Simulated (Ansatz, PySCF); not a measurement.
Process, species as SMILES: O[Si](O)(O)Cl [chloro(trihydroxy)silane] + H+ → O[Si](O)([OH2+])Cl
Structures are relaxed separately at B3LYP-D3(BJ)/def2-TZVP in Ansatz (a program for electronic structure), one conformer each, not searched for the lowest.

Property: proton affinity (electronic energy difference), positive where the reaction releases energy, in kcal/mol. Cores are frozen in the correlated levels unless marked. Spin-orbit coupling is left out. No relativistic terms. CBS marks a two-point X^-3 extrapolation of the correlation energy; Hartree-Fock from the larger set. The bracket is a focal-point correction in the basis named.

| level | program | proton affinity (kcal/mol) |
|---|---|---|
| SVWN5/def2-TZVPD | Ansatz | 180.4 |
| r2SCAN-D4/def2-TZVPD | Ansatz + dftd4 | … |
| PBE0-D4/def2-TZVP | Ansatz + dftd4 | … |
| PBE0/def2-QZVPP | Ansatz | … |
| BHLYP-D3(BJ)/def2-TZVPD | Ansatz + dftd3 | … |
| CAM-B3LYP-D3(BJ)/def2-TZVPD | Ansatz + dftd3 | 183.9 |
| CAM-B3LYP/def2-TZVPD | PySCF | 183.5 |
| B2GP-PLYP-D3(BJ)/def2-TZVPD | Ansatz + dftd3 | 184.2 |
| B2PLYP-D4/def2-TZVPD | Ansatz + dftd4 | 183.9 |
| RPA@PBE/cc-pV(Q+d)Z | Ansatz | 189.3 |
| SCS-MP2/cc-pV(D+d)Z | Ansatz | 192.3 |
| SCS-MP2/cc-pV(T+d)Z | Ansatz | 187.8 |
| CCSD/6-31G | Ansatz | 193.7 |
| CCSD/6-31G* | Ansatz | 186.6 |
| CCSD/cc-pVTZ | Ansatz | 188.4 |
| RI-MP2/CBS(cc-pV(T+d)Z,cc-pV(Q+d)Z)+[CCSD(T)-MP2]/cc-pV(T+d)Z | Ansatz | 185.2 |

**Question.** What belongs in the gaps?

**Answer.** 
- r2SCAN-D4/def2-TZVPD, proton affinity (kcal/mol): 185.3
- PBE0-D4/def2-TZVP, proton affinity (kcal/mol): 186.8
- PBE0/def2-QZVPP, proton affinity (kcal/mol): 186.9
- BHLYP-D3(BJ)/def2-TZVPD, proton affinity (kcal/mol): 186.1
